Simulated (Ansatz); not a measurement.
[Se4]2+ (Se4²⁺). Charge 2, multiplicity 3. Geometry r2SCAN-D4/def2-SVP, that of the charge +2 singlet; atoms count from 1.

```xyz
4

Se   -1.174   -0.057    1.151
Se    0.083   -1.647    0.003
Se    1.174    0.057   -1.150
Se   -0.083    1.647   -0.003
```

At PBE0-D4/def2-TZVP a singlet of charge 2 lies 1.49 eV below the triplet at the same geometry.

Question: Estimate the Mulliken populations from the PBE0/def2-TZVP orbitals of Ansatz.

Answer: 
| atom | charge (e) | spin (α − β) |
| --- | --- | --- |
| Se1 | 0.60 | 0.84 |
| Se2 | 0.40 | 0.16 |
| Se3 | 0.60 | 0.84 |
| Se4 | 0.40 | 0.16 |
Mulliken values depend strongly on the basis.

Question: Where does the spin sit?

Answer: Summed by element: Se 2.00, of 2 unpaired in all. Largest on single atoms: Se1 0.84, Se3 0.84, Se2 0.16.

Question: And the Mayer bond orders between heavy atoms (over 0.3)?

Answer: Se1–Se2 1.16 (2.33 Å); Se1–Se4 1.16 (2.33 Å); Se2–Se3 1.16 (2.33 Å); Se3–Se4 1.16 (2.33 Å).
